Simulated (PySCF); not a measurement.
**Excitation energy of Os⁺ by level of theory**

Os⁺ [Xe] 4f14 5d6 6s1 (6D) → Os⁺ [Xe] 4f14 5d7 (4F), as a difference of total energies. Calculation: PySCF 2.14, in x2c-TZVPPall with one added diffuse shell each of s, p, d, f type (12s8p8d4f1g, 113 functions); the spin-free X2C one-electron Hamiltonian (Gaussian nucleus). Correlated levels: valence: [Xe] 4f14 frozen. The calculations carry no spin-orbit coupling.

| method | excitation energy (eV) |
| --- | --- |
| UHF | 1.777 |
| MP2 (valence) | 1.205 |
| SCS-MP2 (valence) | 0.727 |
| CCSD (valence) | 1.172 |
| CCSD(T) (valence) | 1.084 |

How much does correlation contribute at CCSD(T) (valence)?

1.084 − (1.777) = -0.693 eV, measured against UHF.

A first-order spin-orbit estimate (lowest level to lowest level, LS coupling) adds -0.186 eV.
